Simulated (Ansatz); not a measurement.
Basis-set extrapolation for `C=C[SiH2]S` (PBE0-D4/def2-TZVP geometry, frozen core, Ansatz 0.2.0). Multiplicity 1, RHF reference.

```tsv
	def2-TZVPP	def2-QZVPP
HF	-765.757620	-765.781511
MP2 correlation	-0.626204	-0.672154
CCSD(T) correlation	-0.709762	not run
```

Energies in hartree. Use E(X) = E(∞) + A·exp(−7.88·√X) for Hartree–Fock and E(X) = E(∞) + B·X^(−2.97) for correlation, with X = 3 and 4, and add CCSD(T) minus MP2 of the smaller set to the MP2 limit.

Problem. What is the CCSD(T) energy at the basis-set limit?

Solution. HF limit: -765.781511 + (-0.023891) × 0.13774 = -765.78480. MP2 limit: -0.672154 + (-0.045950) × 0.74074 = -0.70619. Higher-order term: -0.709762 − (-0.626204) = -0.08356. Total: -766.57455 hartree, 281.4 kJ/mol below CCSD(T)/def2-TZVPP.
